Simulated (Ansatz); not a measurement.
`CBI` at its PBE0-D4/def2-TZVP geometry, where that method's forces vanish. Charge 0, multiplicity 1. I: def2 effective core potential.

```xyz
7

C     0.1341   -0.0759    0.7383
B    -0.0466    0.2425   -0.7632
I    -1.1280   -1.0360   -2.0694
H    -0.3456   -0.9883    1.0900
H     1.2086   -0.1303    0.9573
H    -0.2298    0.7737    1.3300
H     0.4074    1.2144   -1.2830
```

(1) What forces (eV/Å) does B3LYP-D4/def2-TZVPP give on these atoms in Ansatz? (Estimate.)

Answers

(1) Computed: 
```
C1   0.026  0.012  0.063
B2   0.141  0.235  0.004
I3  -0.114 -0.132 -0.144
H4   0.029  0.049 -0.004
H5  -0.041 -0.009  0.010
H6   0.009 -0.042 -0.004
H7  -0.050 -0.114  0.075
```

B3LYP here is the variant with VWN-RPA as its local correlation; programs differ in this.
